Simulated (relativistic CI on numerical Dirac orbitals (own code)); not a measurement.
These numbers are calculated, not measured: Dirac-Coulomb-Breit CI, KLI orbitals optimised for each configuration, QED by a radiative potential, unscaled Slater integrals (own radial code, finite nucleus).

The strongest absorption lines from the ground level of an ion, among the configurations computed and to levels below about 4360 eV (vacuum wavelength in nm, gf): 0.38864 (0.11), 0.39304 (0.066), 0.50126 (0.001), 0.53763 (0.15), 0.54307 (0.19), 0.55795 (0.24), 3.9608 (0.53), 10.284 (0.052).

Task: Which ion is it?
A. Eu51+
B. Eu53+
C. Cs43+
D. Lu59+

Result: A. Eu51+ has 12 electrons and the ground level 3s² ¹S0; the strongest line goes to 3s3p ¹P°1. The pattern of lines fixes the number of electrons, and along that sequence the line energies rise steadily with the charge (about as its square where n changes within one kind of shell, about linearly where n is kept but much faster in heavy ions where fine structure, which grows about as Z⁴, sets the gap, and irregularly where shells cross), which fixes Z. Configurations outside the model, such as inner-shell arrays, can give stronger lines. At this charge energies of transitions that change n are usually good to better than 1 %, and those within a shell (Δn = 0) to a few per cent.

LS names give the leading component of a level, which can be under half, so a name can repeat, a term be missing and a line seem to break the LS rules.
